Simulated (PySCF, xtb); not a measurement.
B(CF3)(H)(OH) (CH₂BF₃O), SMILES OBC(F)(F)F. Atoms are numbered in the order given.

```xyz
8

B      0.7643     1.0345     0.0000
C      0.0466    -0.4083     0.0000
F      0.3665    -1.1284    -1.0809
F      0.3665    -1.1284     1.0809
F     -1.3009    -0.2743     0.0000
H      1.9632     1.1321     0.0000
O     -0.0011     2.1264     0.0000
H     -0.9457     1.9143     0.0000
```

The structure is a stationary point at PBE0-D3(BJ)/def2-SVP. This is a generated structure with no PubChem entry under its InChIKey; it may be hypothetical. One conformer was computed; it need not be the lowest.

Calculation: IEF-PCM-M06-2X/def2-SVP in PySCF 2.14.0.

The values are the electrostatic part of the solvation free energy, E(continuum) − E(gas) at the gas-phase geometry, in a cavity of scaled van der Waals radii (PySCF's table); cavitation and dispersion terms are not included. In vacuum the orbital gap is 11.00 eV. The dipole moment in vacuum is 1.42 D.

```json
[
 {"solvent": "water", "ε": "78.36", "ΔG(elec) (kcal/mol)": "-4.2", "dipole (D)": "1.67", "gap (eV)": "11.10"},
 {"solvent": "methanol", "ε": "32.61", "ΔG(elec) (kcal/mol)": "-4.1", "dipole (D)": "1.66", "gap (eV)": "11.10"},
 {"solvent": "chlorobenzene", "ε": "5.70", "ΔG(elec) (kcal/mol)": "-3.2", "dipole (D)": "1.61", "gap (eV)": "11.08"}
]
```

For comparison, GFN2-xTB/ALPB(water) (xtb, at the GFN2-xTB geometry, all terms of that model) gives -6.4 kcal/mol.
